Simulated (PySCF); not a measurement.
C₃H₉FSi, SMILES CCC[SiH2]F.

Geometry: PBE-D3(BJ)/def2-SVP. Other conformers were not sampled.

Vertical ionisation energy (IE) and electron affinity (EA) in eV. Rows of orbital energies are one-electron estimates. Where ΔSCF, EOM or ADC give a negative EA the extra electron is unbound and the value depends on the basis.

```tsv
level	IE	EA
−ε(HOMO), −ε(LUMO), B3LYP/def2-TZVP (PySCF)	8.31	0.03
−ε(HOMO), −ε(LUMO), PBE/def2-TZVP (PySCF)	?	?
```

Q: Fill in the missing entries. (The exact figures need the calculation; the answer reports its results.)

A: 
- −ε(HOMO), −ε(LUMO), PBE/def2-TZVP (PySCF), IE: 7.17
- −ε(HOMO), −ε(LUMO), PBE/def2-TZVP (PySCF), EA: 0.69
